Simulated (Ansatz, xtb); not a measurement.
**Relative energy of two structures of ClHOSi2**

We compare X, a singlet given by its coordinates, with Y, `Cl[Si@@H]1O[Si]1`, a singlet. Both are isolated molecules in the gas phase, relaxed with B3LYP-D3(BJ)/def2-SVP.

X (Å):

```xyz
5

Cl   -1.0986   -1.1119   -1.5451
O     0.5426   -0.5687    0.8037
Si   -1.0590   -0.9424    0.5724
Si    2.2084   -0.3869    0.9198
H     2.2155    1.1561    0.8654
```

Close contacts (Å): Cl1–Si3 2.12, O2–Si3 1.66, O2–Si4 1.68, Si4–H5 1.54.

Y (Å):

```xyz
5

Cl   -1.5446   -1.0153   -1.0784
O    -0.5274    0.9473    1.1496
Si   -1.8604    0.7122    0.0419
Si   -1.7154    0.7113    2.3343
H    -1.8787    1.8540   -0.9085
```

Quicker runs give these differences E(Y) − E(X): GFN2-xTB +8.89 kcal/mol; HF/STO-3G +17.16 kcal/mol (at GFN2-xTB geometries); r2SCAN-D4/def2-SVP −2.75 kcal/mol (at GFN2-xTB geometries).

Question: Estimate E(Y) − E(X) at the level CCSD(T)/def2-TZVP.

Answer: Too close to call at this level: CCSD(T)/def2-TZVP gives E(Y) − E(X) = +0.40 kcal/mol.

How the difference moves with the method:

```tsv
level	geometry	E(Y) − E(X) (kcal/mol)	departure from the last row (kcal/mol)	job, with rough time for the two
GFN2-xTB	GFN2-xTB	+8.89	+8.49	optimisation, 0.13 s
HF/STO-3G	GFN2-xTB	+17.16	+16.76	single point, 0.2 s
r2SCAN-D4/def2-SVP	GFN2-xTB	−2.75	−3.15	single point, 1.2 s
B3LYP-D3(BJ)/def2-SVP	B3LYP-D3(BJ)/def2-SVP	+5.21	+4.81	optimisation, 17 s
HF/def2-TZVP	B3LYP-D3(BJ)/def2-SVP	+8.99	+8.59	part of the CCSD(T) run
MP2/def2-TZVP	B3LYP-D3(BJ)/def2-SVP	−2.15	−2.54	part of the CCSD(T) run
CCSD(T)/def2-TZVP	B3LYP-D3(BJ)/def2-SVP	+0.40		single point, 18 s
```

The largest departure from CCSD(T)/def2-TZVP is that of HF/STO-3G, 16.76 kcal/mol.

With harmonic frequencies from B3LYP-D3(BJ)/def2-SVP (ideal gas, rigid rotor, one conformer each, 298.15 K, 1 atm): on the last row, ΔE + ΔZPE = +1.70, ΔH = +1.14, ΔG = +2.88 kcal/mol.

The correlated steps freeze 16 core orbitals. Run with Ansatz 0.2.0, xtb 6.7.1; the last row on 1 thread of AMD EPYC 9R45 96-Core Processor (Zen 5) on a shared host.
